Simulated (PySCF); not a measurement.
W(O)2(Cl)(OH) (ClHO₃W), SMILES [O]=[W](=[O])([OH])[Cl], multiplicity 1.

Geometry optimised at B3LYP-D3(BJ)/def2-SVP. A frequency run showed that this geometry is not a minimum. The multiplicity is an assumed one; no other spin state was optimised. The structure was generated by enumeration; whether it is a known compound was not checked. The def2 effective core potentials stand for the cores of W; spin–orbit coupling is left out. The values are those of a single conformer.

Two levels are set side by side: PBE/def2-TZVP (PySCF) and PBE0/def2-TZVP (PySCF). Same geometry, gas phase. Differences are taken from unrounded values.

| quantity | PBE0 |
|---|---|
| orbital gap (eV) | 6.71 |
| highest occupied level (eV) | -9.28 |
| lowest empty level (eV) | -2.58 |
| dipole moment (D) | 3.13 |
| mean polarisability (bohr³) | 56.8 |

### Question
What does PBE give, and how far is it from PBE0? (An estimate is asked for; the answer gives what the named calculation found.)

### Answer

```json
[
 {"quantity": "orbital gap (eV)", "PBE": "4.39", "PBE minus PBE0": "-2.32"},
 {"quantity": "highest occupied level (eV)", "PBE": "-7.67", "PBE minus PBE0": "1.61"},
 {"quantity": "lowest empty level (eV)", "PBE": "-3.28", "PBE minus PBE0": "-0.70"},
 {"quantity": "dipole moment (D)", "PBE": "3.06", "PBE minus PBE0": "-0.08"},
 {"quantity": "mean polarisability (bohr³)", "PBE": "58.9", "PBE minus PBE0": "2.2"}
]
```

PBE's occupied levels lie high since its potential decays too fast outside the molecule; exact exchange lowers them and widens the gap. Loosely held outer electrons make PBE densities more polarisable. Differences between two approximate levels are no errors against the true value.

Rough cost on one machine, each run with all the roots and properties that it gave: PBE0 against PBE within a factor of 2.
